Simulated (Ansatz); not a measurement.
ZrSi₄O₄H₁₂, relaxed as a singlet with RKS PBE0-D4/def2-SVP in Ansatz, starting from the GFN2-xTB geometry. Force threshold 0.03 eV/Å.

In the def2 sets Zr takes a core potential; there is no spin–orbit coupling.

Start:

Cartesian coordinates in Å:
```
Zr -0.006 -0.002 0.006
O -0.613 1.797 0.287
Si -1.812 1.961 1.335
H -1.893 0.706 2.182
H -3.094 2.186 0.629
H -1.526 3.123 2.195
O 1.089 -0.392 1.532
Si 2.192 -1.534 1.325
H 2.213 -2.386 2.527
H 3.532 -0.935 1.134
H 1.809 -2.364 0.115
O 0.810 0.005 -1.729
Si 2.282 0.630 -1.816
H 2.367 1.448 -3.039
H 3.300 -0.442 -1.881
H 2.512 1.501 -0.599
O -1.307 -1.410 -0.062
Si -2.659 -1.057 -0.845
H -2.416 0.167 -1.707
H -3.759 -0.800 0.111
H -3.020 -2.202 -1.700
```

Problem. Estimate the energy that the relaxation releases and the steps that it takes.

Solution. 44.2 kcal/mol, in 22 steps; 2.8 min on 4 threads of Arm Neoverse V2 on a shared host. The force fell under the threshold at step 15, but the optimiser went on and released 0.020 eV more. No frequencies were taken in this run, so the end may be a saddle point.

Problem. Does the start keep its bonding?

Solution. Bonds lost: Zr1–Si3, Zr1–Si8, Zr1–Si13, Zr1–Si18 (atoms count from 1).

Problem. Predict the relaxed structure.

Solution. 
```csv
atom,x (Å),y (Å),z (Å)
Zr1,-0.0002,0.0001,-0.0001
O2,-0.7456,1.4044,1.1183
Si3,-1.3918,2.6057,2.0650
H4,-1.8556,2.0344,3.3650
H5,-2.5534,3.2329,1.3665
H6,-0.3596,3.6531,2.3319
O7,1.0240,-1.2306,1.1019
Si8,1.9099,-2.2730,2.0430
H9,1.2319,-2.4696,3.3603
H10,3.2742,-1.7119,2.2761
H11,2.0375,-3.5939,1.3571
O12,1.1630,0.7897,-1.3424
Si13,2.1634,1.4517,-2.4904
H14,1.3548,1.9395,-3.6489
H15,3.1337,0.4236,-2.9721
H16,2.9202,2.5989,-1.9052
O17,-1.4423,-0.9630,-0.8782
Si18,-2.6816,-1.7843,-1.6175
H19,-3.1492,-1.0270,-2.8172
H20,-3.8226,-1.9442,-0.6672
H21,-2.2108,-3.1365,-2.0460
```
Bond lengths: 4 × O–Zr 1.94 Å; 4 × O–Si 1.66 Å; 12 × H–Si 1.49 Å.
